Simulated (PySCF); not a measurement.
## `O(C)[BH][SbH2]`, CH6BOSb: coupling constants with relativity

Geometry:
```
atom   x (Å)   y (Å)   z (Å)
  C1  -1.745   0.568   0.112
  O2  -0.575   0.286   0.847
  B3   0.372  -0.559   0.427
 Sb4   2.098  -0.998   1.810
  H5  -1.792   1.648  -0.090
  H6  -2.623   0.289   0.713
  H7  -1.765   0.016  -0.842
  H8   0.251  -1.138  -0.637
  H9   3.238  -0.981   0.528
 H10   2.367   0.652   2.183
```

Calculated values (PySCF integrals, density fitting): indirect couplings, PBE0/pcJ-1 (dyall-v2z on Sb), gas phase, finite nuclei, PBE0-D3(BJ)/def2-SVP geometry.

Non-relativistic values:
| coupling | atoms | J (Hz) |
| --- | --- | --- |
| 1J(121Sb,11B) | Sb4 – B3 | 18.4 |
| 1J(121Sb,1H) | Sb4 – H9/H10 | 154.9 |
| 2J(121Sb,17O) | Sb4 – O2 | -26.3 |
| 2J(121Sb,1H) | Sb4 – H8 | 55.3 |
| 3J(121Sb,13C) | Sb4 – C1 | 6.5 |
| 4J(121Sb,1H) | Sb4 – H5/H6/H7 | 1.2 |

Problem. What do two-component X2C with spin–orbit coupling give?

Solution. 
```tsv
coupling	atoms	with spin–orbit (Hz)
1J(121Sb,11B)	Sb4 – B3	-85.8
1J(121Sb,1H)	Sb4 – H9/H10	-12.5
2J(121Sb,17O)	Sb4 – O2	-16.3
2J(121Sb,1H)	Sb4 – H8	56.9
3J(121Sb,13C)	Sb4 – C1	-1.5
4J(121Sb,1H)	Sb4 – H5/H6/H7	2.4
```

The largest listed coupling, 1J(121Sb,11B), ends at -4.65 times its non-relativistic value. Equivalent partners are averaged, as under fast rotation. In the static structure 1J(121Sb,1H) spreads over -5.2, -19.8 Hz. In the static structure 4J(121Sb,1H) spreads over 6.6, 0.1, 0.6 Hz. Couplings to strongly quadrupolar nuclei (121Sb) are seldom resolved in solution.
